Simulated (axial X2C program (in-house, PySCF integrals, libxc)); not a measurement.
## Levels of YBr⁺ by electron attachment to YBr²⁺ (EOM-EA-CCSD)

Computed with an axial X2C code built on PySCF integrals: two-component X2C with atomic mean-field Coulomb and Gaunt terms, Gaussian nuclei, basis Y dyall-acv3z, Br dyall-acv3z with contracted cores.

R = 2.568 Å (1.045 times 2.457 Å, the PBE0 minimum at charge 1 for the lowest determinant).

Levels of YBr⁺ obtained by attaching an electron to YBr²⁺:

| Ω | binding energy (eV) | above lowest (cm⁻¹) | attached spinor | one-particle weight |
| --- | --- | --- | --- | --- |
| 1/2 | 12.238 | 0 | 58% Y sσ, 24% Y dσ, 8% Br pσ | 0.97 |
| 3/2 | 11.702 | 4317 | 99% Y dδ | 0.95 |
| 5/2 | 11.650 | 4744 | 99% Y dδ | 0.95 |
| 1/2 | 11.240 | 8046 | 81% Y dπ, 8% Y pπ | 0.95 |
| 3/2 | 11.179 | 8543 | 79% Y dπ, 8% Y pπ | 0.95 |
| 1/2 | 10.669 | 12655 | 46% Y dσ, 36% Y pσ, 8% Y sσ | 0.96 |
| 1/2 | 8.566 | 29611 | 74% Y pπ, 8% Br dπ, 7% Br pπ | 0.98 |
| 3/2 | 8.459 | 30477 | 73% Y pπ, 8% Br dπ, 7% Y dπ | 0.98 |
| 1/2 | 6.105 | 49461 | 47% Y pσ, 23% Y dσ, 12% Br sσ | 0.97 |

Question: What is the splitting of the first π pair in the table, and is it regular or inverted?

Answer: E(3/2) − E(1/2) = 8543 − 8046 = 497 cm⁻¹ at EOM-EA-CCSD: regular, Ω = 1/2 lower. Splittings at this level can be off by ten to twenty per cent.

This point took 26 s on 1 thread of Intel(R) Xeon(R) Platinum 8375C CPU @ 2.90GHz (Ice Lake), with other jobs on the host.

Reference electrons by ω block (each with its −ω partner): 1/2: 24, 3/2: 10, 5/2: 2. 16 electrons of YBr²⁺ correlated (inner shells frozen), 88 natural virtual spinors (a truncated set); levels can be off by some tenths of an eV. Roots sought by Ω: (1/2: 5, 3/2: 4, 5/2: 2, 7/2: 1); the list ends where they run out and leaves out roots under 60 % one-particle weight. The solver can skip a root, and states that need a further excitation, which the method places far too high, are missing though they may lie low or lowest. T1 of the reference 0.027 (Lee–Taylor). The reference was not checked to be the lowest state of its species. Number of frozen shells: Y 3 s, 2 p, 1 d; Br 3 s, 2 p, 1 d. Large amplitudes in the reference (orbital relaxation or multireference character) lower the reliability.
